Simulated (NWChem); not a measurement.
CsCl; SMILES [Cl][Cs]

All runs: NWChem. Medium grid unless said otherwise, to which SCAN and Minnesota functionals are sensitive. Structure relaxed at the PBE0/def2-SVP level. def2 effective core potentials on Cs; no spin-orbit coupling.

### Question
Among these, which level gives the lowest value of “highest occupied level (eV)”?
A. PW6B95/def2-SVP
B. MN15/def2-SVP
C. TPSS/def2-SVP
D. LC-wPBE (HJS exchange hole, range parameter 0.4 per bohr)/def2-SVP

### Answer
D, LC-wPBE (HJS exchange hole, range parameter 0.4 per bohr)/def2-SVP. Values: LC-wPBE (HJS exchange hole, range parameter 0.4 per bohr)/def2-SVP -8.29; MN15/def2-SVP -6.16; PW6B95/def2-SVP -5.68; TPSS/def2-SVP -4.49
